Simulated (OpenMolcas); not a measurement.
A calculation on C.

```json
{"Program": "OpenMolcas", "Method": "SS-CASPT2, IPEA 0.25 Eh, imaginary shift 0.1 Eh (closed shells correlated: 1s 2s)", "Basis": "ANO-RCC-VQZP [5s4p3d2f1g]", "Scalar Hamiltonian": "DKH2, point nucleus", "Active space": "2 electrons in 3 orbitals (2p)", "State averaging": "2S+1 = 3 even, 3 roots; 2S+1 = 1 even, 6 roots", "Spin-orbit coupling": "state interaction with AMFI integrals over the reference wave functions, term energies averaged over their components"}
```

(1) Which level of the active space comes out lowest?

(2) How high does 2s2 2p2 1D2 lie?

(3) How high does 2s2 2p2 3P2 lie?

(4) How high does 2s2 2p2 1S0 lie?

Measured values: NIST Handbook of Basic Atomic Spectroscopic Data.

Answers

(1) 2s2 2p2 3P0, with 100 % of that term; it is also the measured ground level.

(2) 9970 cm-1 above the lowest level; measured 10193 cm-1 above the ground level, so the calculation is off by -2 %.

(3) 46.9 cm-1 above the lowest level; measured 43.4 cm-1 above the ground level, so the calculation is off by +8 %.

(4) 22720 cm-1 above the lowest level; measured 21648 cm-1 above the ground level, so the calculation is off by +5 %.

Term energies are means over components that CASPT2 splits; among the terms shown or strongly mixed into the levels shown the widest spread is 77 cm-1 (2s2 2p2 1D). With the s shell closed, the reference lacks s² → p² mixing. Computed and measured levels are paired by configuration, term and J; levels that our copy of the source lacks, or whose pairing is in doubt (as where it misses far off the trend of its configuration), stay unpaired and out of the deviations. Only configurations of the active space appear.
